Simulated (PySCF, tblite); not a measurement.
Task: Write Cartesian coordinates for `C=C(C)[P-]N(C)C` as optimised with GFN2-xTB. (Charge -1.)

Result: 
```
atom  x, y, z in Å
C1     1.0473    1.3518   -0.8443
C2     1.4530    0.4053    0.0193
C3     2.9244    0.2467    0.3188
P4     0.4500   -0.7881    0.8784
N5    -1.1411   -0.3084    0.2613
C6    -1.6457   -1.0809   -0.8433
C7    -2.1502   -0.0822    1.2589
H8     1.7552    2.0233   -1.3176
H9     0.0080    1.4886   -1.0853
H10    3.3863    1.2106    0.5447
H11    3.0585   -0.4181    1.1716
H12    3.4478   -0.1882   -0.5365
H13   -2.0654   -2.0578   -0.5433
H14   -2.4425   -0.5170   -1.3514
H15   -0.8312   -1.2531   -1.5440
H16   -2.6168   -1.0111    1.6344
H17   -1.6970    0.4409    2.0988
H18   -2.9495    0.5441    0.8347
```

Any rigid rotation of these coordinates is as good. Atoms count from 1 in this order. Of the pairs four or more bonds apart, N5···H9 is among the closest relative to their van der Waals radii: 2.52 Å, 92 % of the sum of Bondi's values. The C–C distances run from 1.344 Å (C1=C2, drawn double) to 1.510 Å (C2–C3, drawn single), a spread of 0.166 Å. C1 (terminal =CH2 carbon) is planar (angles 121.7°, 121.3° and 117.0°, sum 360.0°, 0.01 Å off the plane of its three neighbours). N5 (nitrogen bonded to 2 C and P) is pyramidal (angles 115.9°, 115.5° and 111.8°, sum 343.2°, 0.37 Å off the plane of its three neighbours).

Bonds between heavy atoms (Å): C1=C2 1.344, C2–C3 1.510, C2–P4 1.780, P4–N5 1.773, N5–C6 1.439, N5–C7 1.437.

The geometry is computed with GFN2-xTB (gas phase).

Point group: C1 (no symmetry element, even within 0.4 Å). Its GFN2-xTB frequencies are all real (lowest 26 cm⁻¹). Torsions: C1–C2–P4–N5 -1°, C2–P4–N5–C6 98°.

One conformer stands for the species.
